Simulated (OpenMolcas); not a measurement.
## Multiconfigurational calculation on Se4+

Input:

```
&GATEWAY
Coord
1

Se 0.0 0.0 0.0
Basis=ANO-RCC-VQZP
Group=XYZ
NoMove
AngMom=0.0 0.0 0.0
AMFI
&SEWARD
* reference wave functions (RASSCF and RASSI steps not shown): 2 electrons in 8 orbitals (4s 4p 5s 5p)
>>> COPY JOB001 $Project.JobIph
&CASPT2
Multistate=3 1 2 3
Frozen=3 6
IPEA=0.25
Imaginary=0.1
MaxIter=60
WThr=0.0 0.3 0.05
PrWF=0.5
NoMix
>>> COPY JOB002 $Project.JobIph
&CASPT2
Multistate=7 1 2 3 4 5 6 7
Frozen=3 6
IPEA=0.25
Imaginary=0.1
MaxIter=60
WThr=0.0 0.3 0.05
PrWF=0.5
NoMix
>>> COPY JOB003 $Project.JobIph
&CASPT2
Multistate=3 1 2 3
Frozen=3 6
IPEA=0.25
Imaginary=0.1
MaxIter=60
WThr=0.0 0.3 0.05
PrWF=0.5
NoMix
...
```

Output, cut to the results:

```
--- CASPT2 ---
Orbital specifications:
      -----------------------

      Symmetry species                           1   2
                                                ag  au
      Frozen orbitals                            3   6
      Inactive orbitals                          5   0
      Active orbitals                            2   6
      Secondary orbitals                        26  20
      Deleted orbitals                           0   0
      Number of basis functions                 36  32
Type of calculation                        MS-CASPT2
      Fock operator                              state-specific
      IPEA shift                                 0.25
      Real shift                                 0.00
      Imaginary shift                            0.10
      The input orbitals will be transformed to quasi-canonical
Reference energy:       -2423.2851823426
      E2 (Non-variational):      -0.0767736333
      Shift correction:          -0.0000277289
      E2 (Variational):          -0.0768013622
      Total energy:           -2423.3619837048
      Residual norm:              0.0000003583
      Reference weight:           0.98831
      Contributions to the CASPT2 correlation energy
      Active & Virtual Only:         -0.0066754816
      One Inactive Excited:          -0.0197128218
      Two Inactive Excited:          -0.0503853299
Reference energy:       -2423.2851823425
      E2 (Non-variational):      -0.0767735408
      Shift correction:          -0.0000277287
      E2 (Variational):          -0.0768012695
      Total energy:           -2423.3619836120
      Residual norm:              0.0000003583
      Reference weight:           0.98831
      Contributions to the CASPT2 correlation energy
      Active & Virtual Only:         -0.0066754813
      One Inactive Excited:          -0.0197127295
      Two Inactive Excited:          -0.0503853300
::    CASPT2 Root  1     Total energy:  -2423.36198370
::    CASPT2 Root  2     Total energy:  -2423.36198361
::    CASPT2 Root  3     Total energy:  -2423.36198361
::    MS-CASPT2 Root  1     Total energy:  -2423.36198370
::    MS-CASPT2 Root  2     Total energy:  -2423.36198361
::    MS-CASPT2 Root  3     Total energy:  -2423.36198361
--- CASPT2 ---
Orbital specifications:
      -----------------------

      Symmetry species                           1   2
                                                ag  au
      Frozen orbitals                            3   6
      Inactive orbitals                          5   0
      Active orbitals                            2   6
      Secondary orbitals                        26  20
      Deleted orbitals                           0   0
      Number of basis functions                 36  32
Type of calculation                        MS-CASPT2
      Fock operator                              state-specific
      IPEA shift                                 0.25
      Real shift                                 0.00
      Imaginary shift                            0.10
      The input orbitals will be transformed to quasi-canonical
Reference energy:       -2424.2611019515
      E2 (Non-variational):      -0.0747172888
      Shift correction:          -0.0000130493
      E2 (Variational):          -0.0747303381
      Total energy:           -2424.3358322896
      Residual norm:              0.0000004052
      Reference weight:           0.99078
      Contributions to the CASPT2 correlation energy
      Active & Virtual Only:         -0.0024018487
      One Inactive Excited:          -0.0212030879
      Two Inactive Excited:          -0.0511123523
Reference energy:       -2423.2216280416
      E2 (Non-variational):      -0.1305275045
      Shift correction:          -0.0013596009
      E2 (Variational):          -0.1318871054
      Total energy:           -2423.3535151471
      Residual norm:              0.0000002669
      Reference weight:           0.91827
      Contributions to the CASPT2 correlation energy
      Active & Virtual Only:         -0.0608417132
      One Inactive Excited:          -0.0192132944
      Two Inactive Excited:          -0.0504724969
::    CASPT2 Root  1     Total energy:  -2424.33583229
::    CASPT2 Root  2     Total energy:  -2423.35351515
::    CASPT2 Root  3     Total energy:  -2423.35351515
::    CASPT2 Root  4     Total energy:  -2423.35332204
::    CASPT2 Root  5     Total energy:  -2423.35330469
::    CASPT2 Root  6     Total energy:  -2423.35355093
::    CASPT2 Root  7     Total energy:  -2423.20947969
::    MS-CASPT2 Root  1     Total energy:  -2424.33608819
::    MS-CASPT2 Root  2     Total energy:  -2423.35355104
::    MS-CASPT2 Root  3     Total energy:  -2423.35351515
::    MS-CASPT2 Root  4     Total energy:  -2423.35351515
::    MS-CASPT2 Root  5     Total energy:  -2423.35332204
::    MS-CASPT2 Root  6     Total energy:  -2423.35330469
::    MS-CASPT2 Root  7     Total energy:  -2423.20922368
--- CASPT2 ---
Orbital specifications:
      -----------------------

      Symmetry species                           1   2
                                                ag  au
      Frozen orbitals                            3   6
      Inactive orbitals                          5   0
      Active orbitals                            2   6
      Secondary orbitals                        26  20
      Deleted orbitals                           0   0
      Number of basis functions                 36  32
Type of calculation                        MS-CASPT2
      Fock operator                              state-specific
      IPEA shift                                 0.25
      Real shift                                 0.00
      Imaginary shift                            0.10
      The input orbitals will be transformed to quasi-canonical
Reference energy:       -2423.8482758359
      E2 (Non-variational):      -0.0747280668
      Shift correction:          -0.0000288879
      E2 (Variational):          -0.0747569547
...
```

Levels above the lowest, from the spin-orbit matrix with the single-state CASPT2 energies, averaged by term, on its diagonal:

```csv
Configuration,Term,J,E (eV),Measured (eV),g,Term weight %,Second
4s2,1S,0,0.0000,0.0000,,100,
4s 4p,3P*,0,10.857,11.1275,,100,
4s 4p,3P*,1,11.034,11.3260,1.500,100,
4s 4p,3P*,2,11.421,11.7735,1.501,100,
4s 4p,1P*,1,16.477,16.3328,1.001,100,
4p2,3P,0,26.081,26.2591,,99,
4p2,3P,1,26.317,26.5439,1.501,100,
4p2,3P,2,26.448,,1.274,55,45 1D
4p2,1D,2,26.967,,1.227,55,45 3P
```

Against the 6 measured excited levels shown (the list in Rauch et al., Astron. Astrophys. 606, A105 (2017)) the mean absolute deviation is 2000 cm-1; the largest miss in energy is 4s 4p 3P* 2: computed 11.421, measured 11.7735 eV (-3.0 %).

Term energies are means over components that CASPT2 splits; among the terms shown or strongly mixed into the levels shown the widest spread is 54 cm-1 (4p2 1D). Over all roots computed the reference weight is 0.92 to 0.99; the roots of lowest weight are the least certain, and an intruder state may touch them. Active for correlation alone: 5p 5s; no level in the range computed is led by a configuration that fills them, so any true level of that kind is missing. The ¹D term of p² mixes with s d, which this space lacks. Computed and measured levels are paired by configuration, term and J; levels that our copy of the source lacks, or whose pairing is in doubt (as where it misses far off the trend of its configuration), stay unpaired and out of the deviations. Levels of configurations outside the active space are missing. The first state left out of the spin-orbit step lies near 290000 cm-1 above the lowest spin-free state of the reference (among the parities and spins computed), and the list stops at four fifths of that energy or lower.

The term weight is that of the spin-free term in the level, not the purity of its configuration. * marks odd parity.
